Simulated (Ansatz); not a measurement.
System: sum formula BHCl₂ (charge 0, singlet). 
Geometry from a B3LYP-D3(BJ)/def2-TZVP (Ansatz, an electronic-structure program) optimisation:
SMILES: ClBCl
```xyz
4

B     -0.0163     0.7006    -0.0221
Cl     1.5184    -0.1227     0.0154
Cl    -1.5111    -0.1940    -0.0054
H     -0.0438     1.8813    -0.0594
```
Charge 0, spin multiplicity 1.

Wanted: atomisation energy (electronic, to ground-state atoms), in kcal/mol. Cores are frozen in the correlated levels unless marked. UHF or UKS for open shells. Spin-orbit coupling is left out. Non-relativistic unless marked X2C. The coupled-cluster limit lacks core correlation, which all-electron functionals hold. CBS(X,Y): correlation extrapolated as X^-3; Hartree-Fock from the larger set.

```tsv
level	program	atomisation energy (kcal/mol)	minus last row
HF/STO-3G	Ansatz	303.0	-10.3
PBE0-D3(BJ)/def2-TZVPD	Ansatz + dftd3	318.3	5.0
CAM-B3LYP-D4/def2-TZVPD	Ansatz + dftd4	312.1	-1.2
CAM-B3LYP/def2-TZVPD	Ansatz	310.5	-2.8
B2PLYP-D3(BJ)/def2-TZVPD	Ansatz + dftd3	311.9	-1.4
MP2/CBS(aug-cc-pV(T+d)Z,aug-cc-pV(Q+d)Z)	Ansatz	325.9	12.6
CCSD/cc-pV(D+d)Z	Ansatz	286.9	-26.4
CCSD/CBS(aug-cc-pV(T+d)Z,aug-cc-pV(Q+d)Z)	Ansatz	306.6	-6.7
X2C-CCSD(T)/cc-pVTZ-DK	Ansatz	302.7	-10.6
CCSD(T)/CBS(aug-cc-pV(T+d)Z,aug-cc-pV(Q+d)Z)	Ansatz	313.3	0.0
```
